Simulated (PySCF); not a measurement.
## Gas-phase XPS of `CCC[C@H]1CN[SiH2]C1`, computed

C6H15NSi.
Cartesian coordinates in Å at the PBE0-D3(BJ)/def2-SVP level; atoms count from 1:
```xyz
23
C6H15NSi angstrom
C      3.624    0.045   -0.054
C      2.226   -0.534    0.095
C      1.129    0.437   -0.324
C     -0.283   -0.136   -0.291
C     -0.716   -0.619    1.101
N     -2.149   -0.832    1.057
Si    -2.962    0.130   -0.135
C     -1.348    0.856   -0.792
H      3.746    0.954    0.556
H      3.831    0.323   -1.100
H      4.398   -0.672    0.259
H      2.139   -1.458   -0.505
H      2.069   -0.842    1.143
H      1.167    1.335    0.320
H      1.338    0.796   -1.348
H     -0.313   -1.021   -0.955
H     -0.187   -1.552    1.363
H     -0.414    0.139    1.856
H     -2.564   -1.313    1.843
H     -3.752   -0.676   -1.123
H     -3.902    1.169    0.404
H     -1.300    1.004   -1.882
H     -1.194    1.844   -0.322
```

Computed, not measured: delta-SCF UKS SCAN, pcX-2 on the ionised atom, pcseg-1 elsewhere, spin-free X2C (PySCF). Vertical ΔSCF values, vacuum level as zero.

Problem. What binding energy does each computed site have?

Solution. 
```
atom(s)                   environment     level  binding energy (eV)  2p1/2 (eV)  above the level's lowest (eV)  count
    Si7                  SiH2 silicon     Si 1s              1846.21           –                           0.00      1
     N6        silicon-bound nitrogen      N 1s               404.01           –                           0.00      1
     C5  sp3 carbon bound to nitrogen      C 1s               291.13           –                          +1.34      1
     C1                 methyl carbon      C 1s               290.50           –                          +0.71      1
     C2              chain CH2 carbon      C 1s               290.41           –                          +0.62      1
     C4                 sp3 CH carbon      C 1s               290.37           –                          +0.58      1
     C3              chain CH2 carbon      C 1s               290.25           –                          +0.46      1
     C8   sp3 carbon bound to silicon      C 1s               289.79           –                           0.00      1
    Si7                  SiH2 silicon  Si 2p3/2               106.35      106.97                           0.00      1
```

Lowest listed C 1s: C8, bonded to C, 2 H and Si. Highest, 1.34 eV above it: C5, bonded to N, C and 2 H. Summing the Pauling electronegativity differences to the bonded atoms, each weighted by its formal bond order, gives -1.35 for the lowest site and -0.21 for the highest; no listed site has a larger sum than the highest. The values 290.37 and 290.41 eV lie too close for their order to be trusted.

Problem. Which photon wavelength matches the C 1s of C3 threshold?

Solution. λ = hc/E = 12398.42 eV Å / 290.25 eV = 42.716 Å.

The 2p values add to the ΔSCF energy of one spin-free hole a correction within the shell (spin–orbit coupling, ligand field). 2p1/2 minus 2p3/2 (ligand field included): Si 0.62 eV. The structure is a single PBE0-D3(BJ)/def2-SVP conformer in the gas phase; no vibrational or solvent corrections.

Time: 6.8 min; peak memory 0.69 GiB. Hardware: one thread, AMD EPYC (x86_64), on a shared host.
